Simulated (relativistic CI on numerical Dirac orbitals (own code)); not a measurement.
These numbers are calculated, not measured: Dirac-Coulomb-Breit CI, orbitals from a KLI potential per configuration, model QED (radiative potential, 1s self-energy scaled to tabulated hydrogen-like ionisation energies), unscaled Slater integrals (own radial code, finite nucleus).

CI space (outside the closed core [Ar] 3d10): 4s²4p⁶4d¹⁰, 4s²4p⁶4d⁹4f, 4s²4p⁵4d¹⁰4f, 4s4p⁶4d¹⁰4f, 4s²4p⁶4d⁹5s, 4s²4p⁶4d⁹5p, 4s²4p⁶4d⁹5d, 4s²4p⁵4d¹⁰5s, 4s²4p⁶4d⁹5f, 4s²4p⁵4d¹⁰5p, 4s²4p⁶4d⁹6s, 4s²4p⁶4d⁹5g, 4s²4p⁶4d⁹6p, 4s²4p⁵4d¹⁰5d, 4s4p⁶4d¹⁰5s, 4s²4p⁶4d⁹6d, 4s²4p⁶4d⁹6f, 4s4p⁶4d¹⁰5p, 4p⁶4d¹⁰4f², 4p⁶4d⁹4f³, 4p⁵4d¹⁰4f³, 4p⁶4d⁹4f²5s, 4p⁶4d⁹4f²5p, 4p⁶4d⁹4f²5d. Double excitations out of closed p, d and f shells are left out; levels of such configurations are missing from the list, as are those of other unlisted configurations, and high levels can miss mixing partners. These lack a partner that the ground configuration has and come out too high: 4s²4p⁵4d¹⁰5s, 4s²4p⁶4d⁹5f, 4s²4p⁵4d¹⁰5p, 4s²4p⁶4d⁹6s, 4s²4p⁶4d⁹5g.

At this charge energies of transitions that change n are usually good to better than 1 %, and those within a shell (Δn = 0) to a few per cent.

Outline of the computed level scheme of Hf XXVII. Lowest level of each configuration: 4s²4p⁶4d¹⁰ ¹S0 at 0.000 eV; 4s²4p⁶4d⁹4f ³P°0 at 179.935 eV; 4s²4p⁶4d⁹5s ³D3 at 315.203 eV; 4s²4p⁶4d⁹5p ³P°2 at 356.035 eV; 4s²4p⁵4d¹⁰4f ³D1 at 365.977 eV.

Some strong electric-dipole decays among the lowest 45 levels: 4s²4p⁶4d⁹4f ¹P°1 → 4s²4p⁶4d¹⁰ ¹S0 (6.0e+12 s⁻¹); 4s²4p⁶4d⁹5p ¹P°1 → 4s²4p⁶4d¹⁰ ¹S0 (1.2e+12 s⁻¹); 4s²4p⁵4d¹⁰4f ³G4 → 4s²4p⁶4d⁹4f ³H°5 (7.0e+11 s⁻¹); 4s²4p⁵4d¹⁰4f ³G5 → 4s²4p⁶4d⁹4f ³H°6 (6.9e+11 s⁻¹); 4s²4p⁶4d⁹5p ³D°1 → 4s²4p⁶4d¹⁰ ¹S0 (6.3e+11 s⁻¹); 4s²4p⁵4d¹⁰4f ³F4 → 4s²4p⁶4d⁹4f ³G°5 (5.3e+11 s⁻¹); 4s²4p⁵4d¹⁰4f ³F3 → 4s²4p⁶4d⁹4f ³G°4 (4.6e+11 s⁻¹); 4s²4p⁵4d¹⁰4f ¹F3 → 4s²4p⁶4d⁹4f ³F°4 (3.0e+11 s⁻¹).

LS names give the leading component of a level, which can be under half, so a name can repeat, a term be missing and a line seem to break the LS rules.
